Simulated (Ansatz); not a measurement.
Cost and result for the atomization energy of C₂H₇BOSi (`CC1B[SiH2]O1`) (12 atoms, 12 bonds).

```xyz
12

C    -1.3459   -0.2066   -0.9792
C    -0.5187   -0.2963    0.2926
B     0.1498    1.0549    0.7685
Si    1.8202   -0.0185    0.5011
O     0.6507   -1.1482    0.0839
H    -0.7947    0.2931   -1.7798
H    -2.2695    0.3473   -0.7963
H    -1.5980   -1.2113   -1.3252
H    -1.1368   -0.7406    1.0889
H    -0.3650    2.0810    1.0826
H     2.7671    0.2791   -0.6124
H     2.6408   -0.4340    1.6754
```

Charge 0, multiplicity 1. All single points use the PBE0-D4/def2-TZVP geometry. Program: Ansatz. All runs use 4 threads of a server CPU on a shared host. Times are those of one run each, without the atoms' runs, and a repeat can differ threefold. Electronic energies, without spin–orbit coupling; frozen cores. CCSD(T)/CBS adds CCSD(T) − MP2 in def2-TZVPP to the MP2 limit, and its time is that of the two runs behind it. T1 = 0.012. B3LYP takes the VWN-RPA correlation (the form of Gaussian; ORCA's B3LYP/G).

CCSD(T)/CBS is a level of theory with its own doubt, some kJ/mol a heavy atom from the limit and from the frozen cores, so smaller differences don't rank the functionals.

```tsv
level	functions	wall time
LDA (SPW92)/def2-TZVPP	264	1.9 s
PBE0-D4/def2-TZVPP	264	3.7 s
BHLYP-D4/def2-TZVPP	264	3.9 s
r2SCAN-D4/def2-TZVPP (with forces)	264	4.6 s
CCSD(T)/def2-SVP	109	5.5 s
B3LYP-D4/def2-TZVPP (with forces)	264	6 s
B97M-V/def2-TZVPP	264	8 s
PBE-QIDH/def2-TZVPP	264	8 s
ωB97X-V/def2-TZVPP	264	9 s
ωB97M-V/def2-TZVPP (with forces)	264	12 s
MP2/def2-QZVPP	508	27 s
CCSD(T)/def2-TZVPP	264	100 s
CCSD(T)/CBS(def2)	–	2.1 min
```

(1) What atomization energy does each give, and how far from CCSD(T)/CBS? (Estimate.)

## Answers

(1) Ansatz gave: 
```csv
level,atomization (kJ/mol),difference from CCSD(T)/CBS,per bond
LDA (SPW92)/def2-TZVPP,5084.3,630.3,52.5
PBE0-D4/def2-TZVPP,4475.0,21.0,1.7
BHLYP-D4/def2-TZVPP,4354.6,-99.4,-8.3
r2SCAN-D4/def2-TZVPP (with forces),4482.1,28.1,2.3
CCSD(T)/def2-SVP,4221.0,-233.0,-19.4
B3LYP-D4/def2-TZVPP (with forces),4460.5,6.5,0.5
B97M-V/def2-TZVPP,4482.6,28.6,2.4
PBE-QIDH/def2-TZVPP,4445.4,-8.6,-0.7
ωB97X-V/def2-TZVPP,4483.4,29.4,2.4
ωB97M-V/def2-TZVPP (with forces),4478.1,24.1,2.0
MP2/def2-QZVPP,4475.3,21.3,1.8
CCSD(T)/def2-TZVPP,4344.4,-109.6,-9.1
CCSD(T)/CBS(def2),4454.0,0.0,0.0
```

From r2SCAN to r2SCAN0 (25 % exact exchange), in def2-TZVPP and without D4, the atomization energy moves by −58.5 kJ/mol: exact exchange takes away binding that semilocal exchange gives to molecules. At CCSD(T), def2-SVP lies −233.0 kJ/mol from the extrapolated value and def2-TZVPP −109.6 kJ/mol: correlation converges slowly with the basis, and small sets miss more of it in the bonded molecule than in its fragments. In def2-TZVPP, CCSD(T) changes the Hartree–Fock value by +1026.2 kJ/mol (the triples alone add +59.6 kJ/mol) and MP2 by +1092.1 kJ/mol; breaking electron pairs costs correlation energy, which Hartree–Fock lacks.
